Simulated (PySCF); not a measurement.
CH$_{6}$N (SMILES C[NH3+]), charge +1, singlet, geometry from GFN2-xTB; DF-M06L/aug-cc-pVDZ (PySCF).

Input for PySCF:
```python
from pyscf import gto, scf, dft

mol = gto.Mole()
mol.atom = '''
    C     0.010833    0.778962    0.017184
    N    -0.009805   -0.705015   -0.015553
    H    -1.005209    1.167112    0.002103
    H    -0.515861   -1.076477    0.799772
    H    -0.477238   -1.040205   -0.868773
    H     0.506174    1.125813    0.921374
    H     0.547114    1.164260   -0.847210
    H     0.948655   -1.079167   -0.001500
'''
mol.basis = 'aug-cc-pvdz'
mol.charge = 1
mol.spin = 0
mol.verbose = 4
mol.build()

mf = dft.RKS(mol)
mf.xc = 'm06l'
mf.grids.atom_grid = (150, 974)
mf = mf.density_fit(auxbasis='def2-universal-jkfit')
mf.kernel()
mf.analyze()
```

### Question
Write the output that PySCF gives for this input, abridged.

### Answer

```
PySCF version 2.14.0

[INPUT] verbose = 4
[INPUT] num. atoms = 8
[INPUT] num. electrons = 18
[INPUT] charge = 1
[INPUT] spin (= nelec alpha-beta = 2S) = 0
[INPUT] symmetry False subgroup None
[INPUT] Mole.unit = angstrom
[INPUT] Symbol           X                Y                Z      unit          X                Y                Z       unit  Magmom
[INPUT]  1 C      0.010833000000   0.778962000000   0.017184000000 AA    0.020471403107   1.472024841443   0.032473053725 Bohr   0.0
[INPUT]  2 N     -0.009805000000  -0.705015000000  -0.015553000000 AA   -0.018528764651  -1.332285263710  -0.029390910415 Bohr   0.0
[INPUT]  3 H     -1.005209000000   1.167112000000   0.002103000000 AA   -1.899569707948   2.205522036693   0.003974094040 Bohr   0.0
[INPUT]  4 H     -0.515861000000  -1.076477000000   0.799772000000 AA   -0.974836008344  -2.034246709393   1.511350042096 Bohr   0.0
[INPUT]  5 H     -0.477238000000  -1.040205000000  -0.868773000000 AA   -0.901849116235  -1.965702563403  -1.641743034417 Bohr   0.0
[INPUT]  6 H      0.506174000000   1.125813000000   0.921374000000 AA    0.956530231376   2.127478237475   1.741144518295 Bohr   0.0
[INPUT]  7 H      0.547114000000   1.164260000000  -0.847210000000 AA    1.033895618915   2.200132537786  -1.600994869993 Bohr   0.0
[INPUT]  8 H      0.948655000000  -1.079167000000  -0.001500000000 AA    1.792698136699  -2.039330072669  -0.002834589187 Bohr   0.0

nuclear repulsion = 48.0327176362018
number of shells = 46
number of NR pGTOs = 136
number of NR cGTOs = 100
basis = aug-cc-pvdz
ecp = {}

******** <class 'pyscf.df.df_jk.DFRKS'> ********
method = DFRKS
initial guess = minao
damping factor = 0
level_shift factor = 0
DIIS = <class 'pyscf.scf.diis.CDIIS'>
diis_start_cycle = 1
diis_space = 8
diis_damp = 0
SCF conv_tol = 1e-09
SCF conv_tol_grad = None
SCF max_cycles = 50
direct_scf = False
XC library pyscf.dft.libxc version 7.1.2
    S. Lehtola, C. Steigemann, M. J. T. Oliveira, and M. A. L. Marques,  SoftwareX 7, 1–5 (2018)
XC functionals = m06l
    Y. Zhao and D. G. Truhlar,  J. Chem. Phys. 125, 194101 (2006)
    Y. Zhao and D. G. Truhlar,  J. Chem. Phys. 125, 194101 (2006)
    Y. Zhao and D. G. Truhlar,  Theor. Chem. Acc. 120, 215 (2008)
radial grids:
    Treutler-Ahlrichs [JCP 102, 346 (1995); DOI:10.1063/1.469408] (M4) radial grids

becke partition: Becke, JCP 88, 2547 (1988); DOI:10.1063/1.454033
pruning grids: <function nwchem_prune>
grids dens level: 3
symmetrized grids: False
atomic radii adjust function: <function treutler_atomic_radii_adjust>
User specified grid scheme (150, 974)
small_rho_cutoff = 0
Set gradient conv threshold to 3.16228e-05
Initial guess from minao.
tot grids = 653520
init E= -96.4274108969464
  HOMO = -0.418193523335858  LUMO = -0.0231192113622236  gap/eV = 10.75052
cycle= 1 E= -96.1912293291192  delta_E= 0.236  |g|= 0.234  |ddm|= 3.17
  HOMO = -0.552796615986598  LUMO = -0.228105594464211  gap/eV = 8.83529
cycle= 2 E= -96.1944712263498  delta_E= -0.00324  |g|= 0.223  |ddm|= 0.925
  HOMO = -0.589762806105034  LUMO = -0.221051346049244  gap/eV = 10.03315
cycle= 3 E= -96.2072248426996  delta_E= -0.0128  |g|= 0.0483  |ddm|= 0.208
  HOMO = -0.587494871281045  LUMO = -0.220118414038257  gap/eV = 9.99682
cycle= 4 E= -96.2077153995531  delta_E= -0.000491  |g|= 0.0129  |ddm|= 0.0784
  HOMO = -0.584978758269509  LUMO = -0.219462642803281  gap/eV = 9.94620
cycle= 5 E= -96.2077416498344  delta_E= -2.63e-05  |g|= 0.00642  |ddm|= 0.0299
  HOMO = -0.585211577929625  LUMO = -0.219801855843377  gap/eV = 9.94331
cycle= 6 E= -96.2077516242164  delta_E= -9.97e-06  |g|= 0.00042  |ddm|= 0.00676
  HOMO = -0.5851731903008  LUMO = -0.219795936748188  gap/eV = 9.94242
cycle= 7 E= -96.2077516661434  delta_E= -4.19e-08  |g|= 6.32e-05  |ddm|= 0.00131
  HOMO = -0.585180878236078  LUMO = -0.219787250000334  gap/eV = 9.94287
cycle= 8 E= -96.2077516673868  delta_E= -1.24e-09  |g|= 1.34e-05  |ddm|= 0.000179
  HOMO = -0.585180213985956  LUMO = -0.219787880634561  gap/eV = 9.94283
cycle= 9 E= -96.2077516674291  delta_E= -4.22e-11  |g|= 1.25e-06  |ddm|= 3.23e-05
  HOMO = -0.585179894777294  LUMO = -0.219787701892317  gap/eV = 9.94283
Extra cycle  E= -96.2077516674289  delta_E= 1.42e-13  |g|= 8.37e-07  |ddm|= 6.89e-06
converged SCF energy = -96.2077516674289
**** SCF Summaries ****
Total Energy =                         -96.207751667428909
Nuclear Repulsion Energy =              48.032717636201795
One-electron Energy =                 -218.419289262408938
Two-electron Energy =                   74.178819958778234
Two-electron Coulomb Energy =           88.495252549577472
DFT Exchange-Correlation Energy =      -14.316432590799240
HOMO-LUMO gap [eV] =                     9.942828009287419
**** MO energy ****
MO #1   energy= -14.537853712066   occ= 2
MO #2   energy= -10.3186654710846  occ= 2
MO #3   energy= -1.19659784310381  occ= 2
MO #4   energy= -0.898057932555937 occ= 2
MO #5   energy= -0.77104927141234  occ= 2
MO #6   energy= -0.771049080543731 occ= 2
MO #7   energy= -0.679214318059204 occ= 2
MO #8   energy= -0.585179957517414 occ= 2
MO #9   energy= -0.585179894777294 occ= 2
MO #10  energy= -0.219787701892317 occ= 0
MO #11  energy= -0.160940597653114 occ= 0
MO #12  energy= -0.160935493712096 occ= 0
MO #13  energy= -0.146688606839212 occ= 0
MO #14  energy= -0.107566131503232 occ= 0
MO #15  energy= -0.107566029660582 occ= 0
MO #16  energy= -0.0960325608037573 occ= 0
MO #17  energy= -0.079189747824187 occ= 0
 ** Mulliken pop on meta-lowdin orthogonal AOs  **
 ** Mulliken pop  **
 ** Mulliken atomic charges  **
charge of    0C =     -0.22124
charge of    1N =     -0.18630
charge of    2H =      0.16275
charge of    3H =      0.30643
charge of    4H =      0.30643
charge of    5H =      0.16275
charge of    6H =      0.16275
charge of    7H =      0.30643

WARN: System has nonzero charge 1; the dipole moment is origin-dependent.
Location of origin: [0. 0. 0.]

Dipole moment(X, Y, Z, Debye): -0.03017, -2.16954, -0.04786
```
